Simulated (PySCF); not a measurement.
**From a computed spectrum to the compound**

A species of 6 atoms with charge 0 has these harmonic modes (PBE0, small Gaussian bases with core potentials, PySCF 2.14.0):

```json
{"cm⁻¹": "99", "km/mol": "0.0", "symmetry": "ag"}
{"cm⁻¹": "110", "km/mol": "426.1", "symmetry": "bu"}
{"cm⁻¹": "207", "km/mol": "0.0", "symmetry": "ag"}
{"cm⁻¹": "233", "km/mol": "454.4", "symmetry": "au"}
{"cm⁻¹": "380", "km/mol": "0.0", "symmetry": "bg"}
{"cm⁻¹": "490", "km/mol": "393.0", "symmetry": "bu"}
{"cm⁻¹": "795", "km/mol": "923.6", "symmetry": "au"}
{"cm⁻¹": "891", "km/mol": "0.0", "symmetry": "ag"}
{"cm⁻¹": "944", "km/mol": "0.0", "symmetry": "bg"}
{"cm⁻¹": "1074", "km/mol": "2291.3", "symmetry": "bu"}
{"cm⁻¹": "1196", "km/mol": "747.5", "symmetry": "bu"}
{"cm⁻¹": "1197", "km/mol": "0.0", "symmetry": "ag"}
```

Which species is it, and in which structure?

Eu2H4 (singlet in the valence; each metal's 4f electrons, 7 of them, lie in its core potential, out of spins and levels):
```xyz
6

Eu    0.0000    0.7005    1.7459
Eu    0.0000   -0.7005   -1.7459
H     1.4063    0.0000    0.0000
H    -1.4063    0.0000    0.0000
H     0.0000   -0.5425    3.5414
H     0.0000    0.5425   -3.5414
```
Ideal gas at 298.15 K and 1 bar: S = 368.2 J/(mol K), Cp = 86.1 J/(mol K), H − H(0 K) = 18.6 kJ/mol (rigid rotor, harmonic modes, spin degeneracy alone, that of the 4f electrons in the core included). An lcecp potential fixes the number of 4f electrons, so in runs with it no electron can move into or out of that shell.
 Other answers can fit too; this one was computed.
